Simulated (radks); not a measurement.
Ir2+, configuration [Kr] 4d10 4f14 5s2 5p5 5d7 6d1 (not the ground configuration). All-electron calculation, scalar-relativistic Kohn-Sham, LDA (Slater exchange, VWN5 correlation), spin-polarised, spherical densities, finite nucleus; open shells are filled with parallel spins first (spin-orbit coupling, left out, can overturn this in heavy ions); Fermi nuclear charge, rms radius 5.4032 fm. Program: a radial shooting solver on a logarithmic mesh with Libxc functionals. Some entries of the table are withheld. Estimate them.

orbital  occ.  eigenvalue (Ry)  <r> (bohr)  r(max) (bohr)
1s up       1        -5590.849     0.01745        0.01083
1s down     1        -5590.839     0.01745        0.01083
2s up       1        -979.9232     0.07366        0.06235
2s down     1        -979.9014     0.07366        0.06235
2p up       3        -852.2173     0.06626        0.05139
2p down     3        -852.1959     0.06626        0.05139
3s up       1        -230.7586      0.1906         0.1758
3s down     1        -230.7442      0.1906         0.1758
3p up       3        -193.3981      0.1914         0.1746
3p down     3        -193.3825      0.1914         0.1746
3d up       5        -152.1161      0.1733         0.1420
3d down     5        -152.0971      0.1733         0.1421
4s up       1        -50.81567      0.4237         0.3974
4s down     1        -50.78751      0.4236         0.3974
4p up       3        -38.55189      0.4508         0.4176
4p down     3        -38.52246      0.4507         0.4176
4d up       5        -23.46458      0.4787         0.4262
4d down     5        -23.42931      0.4783         0.4263
5s up       1         -9.29860      0.9728         0.8890
5s down     1         -9.12083      0.9698         0.8862
4f up       7         -6.68175      0.5348         0.3943
4f down     7         -6.63000      0.5322         0.3941
5p up       3         -6.08416       1.119         0.9986
5p down     2         -5.88589       1.117         0.9952
5d up       5         -2.42612       1.525          1.261
5d down     2         -2.23317       1.545          1.263
6s up       0         -1.97802       2.399          2.150
6s down     0         -1.85914       2.434          2.174
6p up       0         -1.34001       2.987          2.641
6p down     0         -1.24473       3.041          2.679
6d up       1         -0.70487       4.529          4.114
6d down     0         -0.63784       4.729          4.256
5f up       0         -0.48093       4.861          4.325
5f down     0         -0.42228       5.354          4.735
7d up       0         -0.33124         (1)          8.505
7d down     0         -0.31131         (2)          8.960

Answer. 
(1) 7d up <r> (bohr): 8.528
(2) 7d down <r> (bohr): 8.964
